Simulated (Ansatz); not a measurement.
`FC(F)(F)CC(F)(F)F` and `N#CCC(F)(F)F` differ in one atom or group.

Ansatz, PBE0-D4/def2-TZVP geometries, multiplicity 1. 

| property | `FC(F)(F)CC(F)(F)F` |
| --- | --- |
| LUMO energy (PBE0/def2-TZVPP) / eV | 1.15 |
| HOMO–LUMO gap (B3LYP/def2-TZVPP) / eV | 11.75 |
| HOMO energy (B3LYP/def2-TZVPP) / eV | -10.98 |
| zero-point energy (PBE0-D4/def2-TZVP) / kJ/mol | 153.2 |
| size of the dipole moment (ωB97M-V/def2-TZVPP) / D | 1.93 |
| HOMO–LUMO gap (PBE/def2-TZVPP) / eV | 9.63 |

(1) Give the same properties after the change, and the shifts. (Best estimate.)

Results:

(1) Ansatz gave: 
```json
{"property": "LUMO energy (PBE0/def2-TZVPP) / eV", "`N#CCC(F)(F)F`": "0.02", "shift": "-1.13"}
{"property": "HOMO–LUMO gap (B3LYP/def2-TZVPP) / eV", "`N#CCC(F)(F)F`": "9.56", "shift": "-2.19"}
{"property": "HOMO energy (B3LYP/def2-TZVPP) / eV", "`N#CCC(F)(F)F`": "-9.84", "shift": "1.14"}
{"property": "zero-point energy (PBE0-D4/def2-TZVP) / kJ/mol", "`N#CCC(F)(F)F`": "135.8", "shift": "-17.4"}
{"property": "size of the dipole moment (ωB97M-V/def2-TZVPP) / D", "`N#CCC(F)(F)F`": "3.29", "shift": "1.36"}
{"property": "HOMO–LUMO gap (PBE/def2-TZVPP) / eV", "`N#CCC(F)(F)F`": "7.63", "shift": "-2.00"}
```

With PBE0 the HOMO rises by 1.12 eV and the LUMO falls by 1.13 eV, so the gap narrows by about 2.25 eV. PBE moves the HOMO by 0.67 eV and ωB97M-V by 1.17 eV. The zero-point energy changes by -17.4 kJ/mol with -6 modes. Dipoles are sizes alone; their direction can turn.

B3LYP here is the variant with VWN-RPA as its local correlation; programs differ in this.
